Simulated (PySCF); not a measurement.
Coordinates in bohr (charge -1 multiplicity 6):
```
Sm    0.0000    0.0000    0.0000
H     4.1473    0.0000    0.0000
H     0.0000    4.1473    0.0000
H    -4.1473    0.0000    0.0000
H     0.0000   -4.1473    0.0000
```

These are results of PySCF, UB3LYP, basis Sm def2-SVP with ECP28, H def2-SVP (scalar-relativistic core potentials, no spin–orbit coupling, density fitting), not measurements.

This geometry of [SmH4]- is a stationary point at this level.

**Question.** What is the point group?

**Answer.** D4h.

**Question.** Is it a minimum?

**Answer.** No: it has 1 imaginary mode, at 319i cm⁻¹ (b2u).

**Question.** List the harmonic modes with their infrared intensities.

**Answer.** 
```
symmetry  ω (cm⁻¹)  IR (km/mol, summed over degenerate members)
     b2u      319i                                            –
     b2g       101                                          0.0
     a2u       345                                         1264
      eu       421                                          466
     b1g       961                                          0.0
      eu      1044                                         2762
     a1g      1198                                          0.0
```

**Question.** Give the atomic charges and bond orders.

**Answer.** 
```
    atom  Mulliken  Löwdin  polar tensor  spin (Mulliken)  Mayer order to Sm1
     Sm1      0.41    0.07          1.39             5.41                   –
H2,3,4,5     -0.35   -0.27         -0.60            -0.10                0.85
```

In D4h the vibrations span b2u + b2g + a2u + 2eu + b1g + a1g. The a1g, b1g, b2g, b2u modes carry no infrared intensity, as symmetry demands. With a centre of inversion only u modes can be infrared active and only g modes Raman active.

The determinant is spin-contaminated (⟨S²⟩ = 8.98, pure value 8.75). Only a few start shapes were tried, so a lower isomer may exist. Open d and f shells are described by one determinant, and the ground state may have another occupation or spin. The pruned grid is coarse for the open f shell: energies are uncertain by about 2 kJ/mol and soft modes are noisy. The lowest empty level of this anion is unbound, so it and the gap depend on the basis. At this level a sextet minimum of D2d symmetry lies 50 kJ/mol below this structure. The basis has no diffuse functions, which an anion would want. Spin–orbit coupling, left out here, can matter for elements this heavy.
